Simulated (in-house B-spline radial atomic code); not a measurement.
A fraction x of an electron is removed from 3d in Zn3+, starting from [Ar] 3d9 and keeping the highest spin. Method: scalar-relativistic (X2C) RPBE, spin-polarised, spherical fractional occupations, Fermi nucleus of rms radius 3.9283 fm. Calculated with a radial B-spline atomic code at the basis-set limit.

```json
{"x": "0", "E(x) - E(0) (eV)": "0.0000", "3d down level (eV)": "-49.982"}
{"x": "0.12", "E(x) - E(0) (eV)": "6.1471", "3d down level (eV)": "-52.476"}
{"x": "0.19", "E(x) - E(0) (eV)": "9.8718", "3d down level (eV)": "-53.947"}
{"x": "0.36", "E(x) - E(0) (eV)": "19.3500", "3d down level (eV)": "-57.572"}
{"x": "0.4", "E(x) - E(0) (eV)": "21.6701", "3d down level (eV)": "-58.435"}
{"x": "0.5", "E(x) - E(0) (eV)": "27.6222", "3d down level (eV)": "-60.610"}
{"x": "0.51", "E(x) - E(0) (eV)": "28.2294", "3d down level (eV)": "-60.829"}
{"x": "0.73", "E(x) - E(0) (eV)": "42.1456", "3d down level (eV)": "-65.701"}
{"x": "0.86", "E(x) - E(0) (eV)": "50.8768", "3d down level (eV)": "-68.633"}
{"x": "0.98", "E(x) - E(0) (eV)": "59.2768", "3d down level (eV)": "-71.372"}
{"x": "1", "E(x) - E(0) (eV)": "60.7089", "3d down level (eV)": "-71.832"}
```

The exact functional would give a straight line between the two integer points. Deviations E(x) - E(0) - x[E(1) - E(0)], in eV: -1.138 at x = 0.12, -1.663 at x = 0.19, -2.505 at x = 0.36, -2.613 at x = 0.4, -2.732 at x = 0.5, -2.732 at x = 0.51, -2.172 at x = 0.73, -1.333 at x = 0.86, -0.218 at x = 0.98.

The curve lies below the straight line by up to 2.732 eV (at x = 0.5): convex, the delocalisation error that favours fractional charges.

Question: How well does Slater's transition state (minus the level at half occupation) give the ionisation energy?

Answer: It gives 60.610 eV against 60.709 eV from the two total energies; NIST lists 59.57 eV, ground level to ground level.
